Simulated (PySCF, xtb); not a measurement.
CH8N2Si, SMILES C[SiH](N)N. One conformer was computed; it need not be the lowest.

Harmonic wavenumbers (cm⁻¹) from GFN2-xTB run with xtb at its own minimum, in rising order: 95, 119, 171, 206, 208, 266, 364, 396, 600, 708, 709, 767, 793, 816, 841, 870, 942, 1379, 1500, 1504, 1528, 1530, 2245, 3034, 3060, 3063, 3485, 3489, 3522, 3526.

### Question
What does PBE-D3(BJ)/def2-SVP (PySCF) give at its own minimum? (Estimate from the structure and the level; the computed values follow.)

### Answer
125, 135, 219, 256, 271, 330, 391, 455, 588, 658, 702, 755, 780, 838, 860, 903, 906, 1217, 1386, 1386, 1497, 1499, 2169, 2975, 3067, 3093, 3469, 3469, 3563, 3563. Paired by order, the mean absolute difference is 43 cm⁻¹ and the zero-point energies are 59.7 and 59.4 kcal/mol.
